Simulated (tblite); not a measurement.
C3H4F3PSe.
SMILES with atom numbers: `[F:1][C:2]([F:3])([F:4])[C@@H:5]1[CH2:6][P@@H:7]1=[Se:8]` (hydrogens: H9 on C5; H10, H11 on C6; H12 on P7)

Computed with GFN2-xTB (tblite), gas phase: nudged elastic band of 9 images (0 to 8), spring 0.2 eV/Å², climbing image at the end, force threshold 0.05 eV/Å. No saddle search or frequency run followed, so the top image need not be a first-order saddle, and its height can exceed the method's true barrier by a kcal/mol or more.

The band describes a rotation about C2–C5 (CF3 carbon, sp3 carbon bound to phosphorus), followed by the dihedral F4–C2–C5–P7, from the optimised start (-35°) to a second optimised geometry at 86°.

Task: How does the energy change from image to image?

Result: 
```csv
image,dihedral (°),E (kcal/mol),C2–C5 (Å),F4···P7 (Å),largest true force (eV/Å)
0,-35,0.00,1.496,3.03,0.01
1,-21,0.22,1.495,2.98,0.04
2,-5,0.77,1.497,2.96,0.04
3,10,1.29,1.500,2.98,0.04
4,25,1.48,1.503,3.02,0.03
5,40,1.29,1.503,3.10,0.04
6,55,0.84,1.501,3.21,0.05
7,71,0.31,1.498,3.35,0.04
8,86,0.00,1.496,3.48,0.01
```

Barriers of this band. The top is image 4 at 25°: 1.5 kcal/mol in either direction, as the ends lie within 0.002 eV of each other. The central bond is 0.007 Å longer at the top than at the start.

Task: What rate follows at 250 K for crossing this barrier forward?

Result: Taking the electronic barrier for the free energy of activation (no zero-point or entropy terms, transmission 1), rate = (kT/h)·exp(−ΔE/kT) ≈ 3 × 10^11 s⁻¹, whose inverse is 4 × 10^-12 s. An error of 1 kcal/mol in the barrier changes this by a factor of 7, and the method and the loose band can each miss by that much or more. The barrier is only 3.0 kT, where transition-state theory is rough.

Task: How long is the path, and how are the images spaced?

Result: Cartesian distances between aligned neighbours (all atoms, Å): 0.49, 0.52, 0.52, 0.52, 0.52, 0.52, 0.52, 0.50; the sum is 4.10 Å, and the top lies 50 % of the way along.

What follows is the cost of the whole band run. Hardware: one thread of an Arm Neoverse N1, on a shared host. Cost: 3.7 s wall, 0.18 GiB resident at most.
